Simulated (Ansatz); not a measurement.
Consider the ligand exchange at a Ge–C bond: `B[CH](Cl)[GeH3]` + `BNC=C` → `B[N]([GeH3])C=C` + `BCCl`.

Calculated with Ansatz (gas phase, PBE0-D4/def2-TZVP geometries, no zero-point term in ΔE). CCSD(T)/CBS is the MP2 limit (def2-TZVPP, def2-QZVPP) plus CCSD(T) − MP2 in def2-TZVPP, frozen cores. DFT in def2-TZVPP. For Ge outer-core shells are correlated without core-valence functions, which leaves a few kJ/mol of doubt a bond. Scalar relativity is left out up to krypton. One conformer a species, not always the lowest.

```tsv
level	ΔE (eV)
ωB97M-V	0.05
SCS-MP2/def2-TZVPP	-0.03
```

What does CCSD(T)/CBS give? (Best estimate.)

Ansatz gave: +0.02 eV. The listed levels differ from it by 0.03, -0.05 eV.

Largest T1 diagnostic among the species: 0.013.

In def2-TZVPP, CCSD(T) changes the Hartree–Fock value by +0.10 eV (the triples alone add +0.01 eV) and MP2 by +0.10 eV. From PBE to PBE0 (25 % exact exchange), in def2-TZVPP and without D4, ΔE moves by −0.05 eV.
